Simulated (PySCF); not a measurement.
Computed IR spectrum (relative IR intensity) of a molecule C2H4FNOSi. Geometry: B3LYP-D3(BJ)/def2-SVP. Other conformers were not sampled. These are PySCF 2.14.0 with B3LYP-D3(BJ)/def2-SVP values and carry that method's errors. Frequencies are harmonic and unscaled.

Lines under 2 % of the strongest are left out, and lines within 2 cm⁻¹ are merged.

```csv
ν (cm⁻¹),relative intensity
561,3.0
583,4.3
614,4.4
735,2.1
918,20
956,11
1066,4.3
1529,2.1
2234,9.4
2253,8.1
2456,100
```

Question: Which molecule gave these data?
A. O[Si@@H]1C=N[C@@H]1F
B. O=C=N[SiH2]CF
C. C[Si@@H](F)N=C=O
D. O[Si@@]1(F)C=NC1

Answer: B, O=C=N[SiH2]CF
